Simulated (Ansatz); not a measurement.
Several settings on one geometry of SbH2(SiH3) (SiSbH5) (that of the charge 0 singlet, r2SCAN-D4/def2-TZVP). Ansatz on 4 threads of Intel Xeon on a shared host; times are rough.

```tsv
atom	x (Å)	y (Å)	z (Å)
Sb1	0.615	1.116	1.148
H2	2.010	1.041	0.163
H3	-0.092	2.275	0.110
Si4	-0.469	-0.811	-0.180
H5	-0.476	-0.583	-1.646
H6	-1.868	-0.978	0.289
H7	0.279	-2.060	0.115
```

Totals from different functionals, basis sets or treatments of relativity can't be compared as stabilities.

In the def2 sets Sb takes a core potential; there is no spin–orbit coupling.

Problem. Give the basis size and estimate the energy, ⟨S²⟩, dipole and time of these runs.

| run | method | charge | state | further keys |
| --- | --- | --- | --- | --- |
| 1 | RKS rPW86-PBE/def2-mTZVPP | 0 | singlet | scf: {lower_state_search: off}; forces asked |
| 2 | RKS PBE-D3(BJ)-ATM/def2-SVPD | 0 | singlet | scf: {omitted_lower_state_checks: [starts]}; forces asked |
| 3 | RKS ωB97X-V/def2-SVPD | 0 | singlet | point_charges: [{charge: -1.00, position_ang: [5.271, 0.894, 0.157]}]; scf: {omitted_lower_state_checks: [starts]}; forces asked |

Solution. 
| run | functions | energy (Eh) | ⟨S²⟩ | dipole (D) | wall time |
| --- | --- | --- | --- | --- | --- |
| 1 | 88 | -533.2838 | – | 0.18 | 1.2 s |
| 2 | 96 | -532.4719 | – | 0.21 | 0.96 s |
| 3 | 96 | -532.5749 | – | 1.93 | 3.8 s |
